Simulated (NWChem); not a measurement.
System meant: C2H6BCl; SMILES ClB(C)C

The following NWChem deck was run.

```
start job
memory heap 200 mb stack 900 mb global 1100 mb
geometry units angstroms noautoz
  B      0.001641    -0.393674    -0.054542
  Cl     0.042895     1.365334    -0.290747
  C      1.362322    -1.155231     0.064259
  H      1.628053    -1.489328    -0.957323
  H      1.283819    -2.068831     0.673671
  H      2.195075    -0.534221     0.422530
  C     -1.393386    -1.096090     0.023248
  H     -1.360788    -2.140747    -0.322924
  H     -2.198774    -0.553973    -0.491488
  H     -1.668064    -1.136077     1.095077
end
basis spherical
  B library def2-svp
  Cl library def2-svp
  C library def2-svp
  H library def2-svp
end
dft
  odft
  mult 2
  xc pbe0
  iterations 150
  mulliken
end
task dft energy
```

End of the output:

```
 Summary of "ao basis" -> "" (spherical)
 ------------------------------------------------------------------------------
       Tag                 Description            Shells   Functions and Types
 ---------------- ------------------------------  ------  ---------------------
 B                          def2-svp                 6       14   3s2p1d
 Cl                         def2-svp                 8       18   4s3p1d
 C                          def2-svp                 6       14   3s2p1d
 H                          def2-svp                 3        5   2s1p

                                 NWChem DFT Module
                                 -----------------

 Summary of "ao basis" -> "ao basis" (spherical)
 ------------------------------------------------------------------------------
       Tag                 Description            Shells   Functions and Types
 ---------------- ------------------------------  ------  ---------------------
 B                          def2-svp                 6       14   3s2p1d
 Cl                         def2-svp                 8       18   4s3p1d
 C                          def2-svp                 6       14   3s2p1d
 H                          def2-svp                 3        5   2s1p

      Symmetry analysis of basis
      --------------------------

        a          47
        b          43

  number of electrons :                   40
  multiplicity        :                    2
 ------------------------------------------------------------------------
  no. of electrons and multiplicity not compatible                  40
 ------------------------------------------------------------------------
 ------------------------------------------------------------------------
  current input line :
    28: task dft energy
 ------------------------------------------------------------------------
 ------------------------------------------------------------------------
 There is an error in the input file
 ------------------------------------------------------------------------
 For more information see the NWChem manual at https://nwchemgit.github.io

0: no. of electrons and multiplicity not compatible:Received an Error in Communication
```

Question: Find the fault in this run and fix the input.

Answer: The input was rejected before any calculation. Cause: the multiplicity doesn't fit the number of electrons (an even count wants an odd multiplicity, and the reverse). This input runs:
```
start job
memory heap 200 mb stack 900 mb global 1100 mb
geometry units angstroms noautoz
  B      0.001641    -0.393674    -0.054542
  Cl     0.042895     1.365334    -0.290747
  C      1.362322    -1.155231     0.064259
  H      1.628053    -1.489328    -0.957323
  H      1.283819    -2.068831     0.673671
  H      2.195075    -0.534221     0.422530
  C     -1.393386    -1.096090     0.023248
  H     -1.360788    -2.140747    -0.322924
  H     -2.198774    -0.553973    -0.491488
  H     -1.668064    -1.136077     1.095077
end
basis spherical
  B library def2-svp
  Cl library def2-svp
  C library def2-svp
  H library def2-svp
end
dft
  xc pbe0
  iterations 150
  mulliken
end
task dft energy
```
It converges to -564.42743 Ha (PBE0/def2-SVP).
